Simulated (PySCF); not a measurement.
Two species compared at the same levels of theory.

First species: GeHMe2F, C2H7FGe.
Geometry (PBE0-D3(BJ)/def2-SVP, Å), atoms numbered from 1 in this order:
```xyz
11
C2H7FGe angstrom
Ge    -0.2576   -0.4592    0.4893
H     -0.3122   -0.5677    2.0264
C      1.5491   -0.5808   -0.2033
H      2.1616    0.2532    0.1715
H      1.5338   -0.5395   -1.3021
H      2.0156   -1.5268    0.1064
C     -1.2298    1.0763   -0.1873
H     -2.2732    1.0566    0.1575
H     -1.2228    1.0696   -1.2866
H     -0.7623    2.0094    0.1617
F     -1.1042   -1.8767   -0.1026
```

Second species: Terephthalaldehyde, C8H6O2.
Bonds: O1–C2 (double), C2–C3, C3–C4 (aromatic), C4–C5 (aromatic), C5–C6 (aromatic), C6–C7, C7–O8 (double), C6–C9 (aromatic), C9–C10 (aromatic), C3–C10 (aromatic). Hydrogens: H11 on C2; H12 on C4; H13 on C5; H14 on C7; H15 on C9; H16 on C10.

Levels: CAM-B3LYP/def2-SVPD for dipole moment, HOMO energy, LUMO energy, HOMO–LUMO gap, static isotropic polarisability and electronic spatial extent ⟨r²⟩ about the centre of nuclear charge; TDDFT CAM-B3LYP/def2-SVPD for lowest singlet excitation; PBE0-D3(BJ)/def2-SVP for rotational constant A and rotational constant C. Geometries: PBE0-D3(BJ)/def2-SVP. All species are isolated and taken at one optimised geometry, non-relativistic unless stated. Electronic properties by PySCF.

Dipoles, sizes and rotational constants follow the conformer. The torsions of the flexible species, by atom-mapped SMILES:
- `[O:1]=[CH:2][c:3]1[cH:4][cH:5][c:6]([CH:7]=[O:8])[cH:9][cH:10]1`: O1–C2–C3–C4 0°, C5–C6–C7–O8 180°

```tsv
property	column X	column Y
dipole moment	0.00 D	2.74 D
HOMO energy	-9.33 eV	-10.14 eV
LUMO energy	-1.86 eV	1.10 eV
HOMO–LUMO gap	7.47 eV	11.24 eV
lowest singlet excitation	3.70 eV	8.07 eV
static isotropic polarisability	102.0 au	55.2 au
electronic spatial extent ⟨r²⟩ about the centre of nuclear charge	1699 bohr²	475 bohr²
rotational constant A	4.848 GHz	5.289 GHz
rotational constant C	0.614 GHz	3.107 GHz
```

(1) Which column belongs to which species?

(2) How does each property change from the first species to the second?

Answers

(1) Column X is the second species and column Y the first. The first has 11 atoms and 60 electrons, the second 16 and 70.

(2) dipole moment -2.74 D; HOMO energy +0.81 eV; LUMO energy -2.96 eV; HOMO–LUMO gap -3.77 eV; lowest singlet excitation -4.37 eV; static isotropic polarisability +46.8 au; electronic spatial extent ⟨r²⟩ about the centre of nuclear charge +1224 bohr²; rotational constant A -0.441 GHz; rotational constant C -2.493 GHz.

On the first: A dipole of 2.74 D is allowed in Cs, and pure rotational transitions are dipole-allowed. The principal polarisabilities are 49.5, 54.5 and 61.4 au; their mean is the isotropic value. The calculation is non-relativistic and has no spin–orbit coupling, an omission that weighs most on germanium.

On the second: Point group C2h forbids a permanent dipole, so the rigid molecule has no electric-dipole pure rotational spectrum. S1 lies 3.77 eV below the HOMO–LUMO gap; its leading configuration is HOMO−1→LUMO, weight 0.76.
